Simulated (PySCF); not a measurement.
A PySCF script (with the pyscf-properties extension) for the NMR shieldings of [CrO3Br]-, [BrCrO₃]-, on a PBE0-D3(BJ)/def2-SVP geometry:

```python
import basis_set_exchange as bse
import numpy as np
from pyscf import gto, dft
from pyscf.prop import nmr

atoms = """
Cr    0.080962    0.154940    0.082818
O    -0.021039   -0.021398    1.636719
O     1.573946    0.186827   -0.391401
O    -0.695758    1.429267   -0.396855
Br   -0.938110   -1.749647   -0.931281
"""
names = {"Cr": "pcSseg-2", "O": "pcSseg-1", "Br": "pcSseg-1"}
basis = {el: gto.basis.parse(bse.get_basis(n, elements=[el], fmt="nwchem")) for el, n in names.items()}
mol = gto.M(atom=atoms, basis=basis, charge=-1, verbose=0)
mf = dft.RKS(mol, xc="PBE")
mf.grids.level = 2
mf.grids.alignment = dft.numint.BLKSIZE   # the property module wants whole blocks of grid points
mf.conv_tol = 1e-9
mf.kernel()

calc = nmr.RKS(mf)   # GIAO
sigma = calc.kernel()   # uncoupled for a functional without exact exchange
for i, s in enumerate(sigma):   # ppm
    print("%2d %-2s %9.2f" % (i, mol.atom_pure_symbol(i), np.trace(s) / 3))
```

Task: What are the results?

Result: 
```
 0 Cr  -2421.97
 1 O    -731.61
 2 O    -731.88
 3 O    -732.06
 4 Br   2578.55
```

These numbers come from an equivalent density-fitted implementation of the same equations, which agrees with the script to about 0.01 ppm for H and up to a few tenths of a ppm for heavy atoms, so last digits may differ.

Task: Turn these shieldings into chemical shifts. δ = σ(ref) − σ, references computed at the same level: CrO4 2- for ⁵³Cr (σref -2363.86); ¹⁷O (σref 334.63) vs H2O; ⁷⁹Br (σref 2551.78) vs HBr.

Result: Averaging equivalent atoms: Cr 0: 58; O 1/2/3: 1066.5; Br 4: -27 ppm. Unscaled 17O shifts of doubly bonded oxygen tend to come out too high, by tens of ppm or more. Experimental scales use liquid or dissolved standards, which lie at an offset from isolated H2O (liquid H2O: subtract about 36 ppm).

Relativistic effects, spin–orbit coupling among them, are left out; they matter for Br and for the light atoms bonded to it.

Size and cost of the density-fitted run: 165 basis functions, 38 s wall time on 1 thread of an Arm Neoverse N1, shared host.
